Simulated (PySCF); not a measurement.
PW91 on F- (fluorine, charge -1), [Ne], closed-shell 1S. All numbers are calculated (PySCF 2.14, no relativity, point nucleus, in aug-cc-pV5Z).

```
cycle= 1 E= -99.8552545664333  delta_E= 0.008  |g|= 0.231  |ddm|= 0.546
cycle= 2 E= -99.7512325508332  delta_E= 0.104  |g|= 0.641  |ddm|= 0.788
cycle= 3 E= -99.8743944976376  delta_E= -0.123  |g|= 0.104  |ddm|= 0.468
cycle= 4 E= -99.8787287860065  delta_E= -0.00433  |g|= 0.00165  |ddm|= 0.109
cycle= 5 E= -99.8787304082388  delta_E= -1.62e-06  |g|= 0.000292  |ddm|= 0.00594
cycle= 6 E= -99.8787304616987  delta_E= -5.35e-08  |g|= 9.46e-05  |ddm|= 0.000801
cycle= 7 E= -99.8787304653646  delta_E= -3.67e-09  |g|= 1.26e-06  |ddm|= 0.000114
cycle= 8 E= -99.8787304653658  delta_E= -1.19e-12  |g|= 9.3e-08  |ddm|= 4.5e-06
converged SCF energy = -99.8787304653658  <S^2> = 0  2S+1 = 1
```

Highest occupied orbital energy: 1.428 eV; ⟨L²⟩ = 0.00; populations by l: s 4.00, p 6.00, d 0.00, f 0.00.

Problem. Can this result be used?

Solution. With care. The calculation finished and met its thresholds. At PW91 the highest occupied level has a positive energy, so only the finite basis holds that electron; in a semilocal or global hybrid functional this comes from self-interaction and does not mean that the real anion is unbound.
